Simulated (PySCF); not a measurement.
Predicted spectroscopic data

PySCF 2.14 calculation with structure optimised with GFN2-xTB, spin–spin couplings from B3LYP/pcJ-1 (spin–dipole term left out of most H,H and C,H couplings) and shielding tensors at PBE0/pcSseg-1 (GIAO); gas phase, non-relativistic, one computed conformer, one averaged value for each set of equivalent atoms.

Shifts are taken against calculated references (same method and geometry level): TMS for 1H (31.72 ppm), 13C (186.93 ppm). Multiplet labels drop J under 1 Hz and among equivalent protons, and merge close values. Unscaled 3J(H,H) run several per cent high. Splittings of carbon signals by F and P are missing where no couplings were computed. Where no couplings were computed, multiplicities follow the n + 1 count of equivalent neighbours, and m marks all less simple cases (inequivalent or close neighbours, rings, F or P nearby). Shifts are as computed. Against solution values, carbons near 30 ppm lie about +3 ppm off and those near 130 ppm about +5 ppm (rms about the fit 2.1 ppm; single classes can miss by 10 ppm). Of 1328 compounds with measured shifts, 309 miss one by over three times the rms of a fit or turn the order of signals round; such compounds aren't used in these exercises. Signals without a measured value on file couldn't be tested in this way; 1H shifts scatter by 0.2 ppm about their fit, and single ones miss by 0.5 ppm.

Compound 1 (C$_{6}$H$_{9}$F). 1H NMR (500 MHz, computed): δ 6.48 (m, 1H), 6.04 (m, 1H), 5.69 (m, 2H), 5.46 (m, 1H), 5.42 (m, 1H), 1.92 (s, 3H). 13C{1H} NMR (computed): δ 140.1, 139.1, 138.4, 121.2, 85.0, 21.5. Structure: `C=C/C(C)=C\CF`.

Compound 2 (C$_{5}$H$_{7}$N). 1H NMR (500 MHz, computed): δ 6.11 (s, 1H), 6.06 (t, J = 1.5 Hz, 1H), 2.29 (qd, J = 8.0, 1.5 Hz, 2H), 1.27 (t, J = 8.0 Hz, 3H). 13C{1H} NMR (computed): δ 137.6 (CH2), 133.8 (C), 123.4 (C), 35.2 (CH2), 16.8 (CH3). Structure: `C(C(=C)C#N)C`.
